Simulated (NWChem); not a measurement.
System: tin monoxide (SnO, singlet); SMILES [Sn]=[O]

The following NWChem deck was run.

```
start job
memory heap 200 mb stack 900 mb global 1100 mb
geometry units angstroms noautosym nocenter noautoz
  Sn     0.000000     0.000000     0.255810
  O      0.000000     0.000000    -1.561946
end
basis spherical
  * library def2-svp
end
ecp
  Sn library def2-ecp
end
dft
  xc xcamb88 1.00 lyp 0.81 vwn_5 0.19 hfexch 1.00
  cam 0.33 cam_alpha 0.19 cam_beta 0.46
  iterations 150
end
property
  response 1 0.0
end
task dft property
```

Low-valent species are run as closed-shell singlets; no triplet was tried in these runs. All runs use the structure optimised with PBE0-D3(BJ)/def2-TZVP. def2 effective core potentials on Sn; no spin-orbit coupling.

Static field.

### Question
Give the results of this calculation. (CAM-B3LYP/def2-SVP with def2 effective core potentials on Sn.) Quantities: basis functions; isotropic polarisability (bohr³); anisotropy (bohr³).

### Answer
- number of basis functions: 40
- isotropic polarisability (bohr³): 31.7
- anisotropy (bohr³): 10.8
